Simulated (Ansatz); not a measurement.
This geometry of C3H12OSi2 (18 atoms, charge 0, multiplicity 1) is a first-order saddle point.

Theory: RKS PBE0/6-31G (Ansatz).

```xyz
18
Properties=species:S:1:pos:R:3
C 1.435 -2.071 -1.075
Si 1.100 -0.351 -0.307
C 1.086 1.027 -1.629
C -0.603 -0.383 0.587
O -0.823 0.969 1.067
Si -2.234 1.401 1.985
H 0.679 -2.315 -1.830
H 1.423 -2.854 -0.309
H 2.416 -2.088 -1.562
H 2.147 -0.074 0.743
H 0.079 1.446 -1.713
H 1.761 1.840 -1.349
H 1.394 0.643 -2.607
H -0.596 -1.104 1.419
H -1.402 -0.686 -0.109
H -2.078 2.852 2.312
H -2.328 0.581 3.249
H -3.491 1.176 1.180
```

(1) Which two structures does it join? (They come from a converged band through this point; their orientation in space is the band's.)

(2) How far does it lie above each of them?

Answers

(1) No bond is made or broken. The dihedral C4–Si2–C3–H13 goes from -67 to 172°. The two ends are copies of one structure, up to a mirror image or an exchange of like atoms.

First end point:

```xyz
18
Properties=species:S:1:pos:R:3
C 1.765 -1.909 -0.880
Si 1.158 -0.238 -0.173
C 1.156 1.135 -1.491
C -0.631 -0.442 0.504
O -1.034 0.878 0.957
Si -2.581 1.158 1.699
H 1.131 -2.234 -1.712
H 1.752 -2.690 -0.112
H 2.791 -1.817 -1.251
H 2.037 0.158 0.987
H 0.679 2.026 -1.073
H 2.173 1.391 -1.804
H 0.590 0.824 -2.376
H -0.658 -1.169 1.330
H -1.307 -0.808 -0.285
H -2.615 2.615 2.033
H -2.739 0.326 2.948
H -3.705 0.809 0.753
```

Last end point:

```xyz
18
Properties=species:S:1:pos:R:3
C 1.427 -2.095 -1.055
Si 1.096 -0.367 -0.304
C 1.091 0.998 -1.629
C -0.613 -0.368 0.580
O -0.810 0.989 1.060
Si -2.220 1.438 1.971
H 0.668 -2.347 -1.803
H 1.418 -2.870 -0.281
H 2.406 -2.118 -1.545
H 2.143 -0.071 0.742
H 0.397 0.751 -2.440
H 0.766 1.935 -1.170
H 2.087 1.141 -2.061
H -0.625 -1.088 1.413
H -1.413 -0.655 -0.120
H -2.054 2.890 2.291
H -2.324 0.627 3.240
H -3.477 1.220 1.163
```

(2) 0.048 eV above the first and 0.048 eV above the second. This is the barrier of this one path; another mechanism may lie lower. Limits of this set-up: no polarisation functions.

Time of the run: 3.2 min on 1 CPU thread of a shared host.
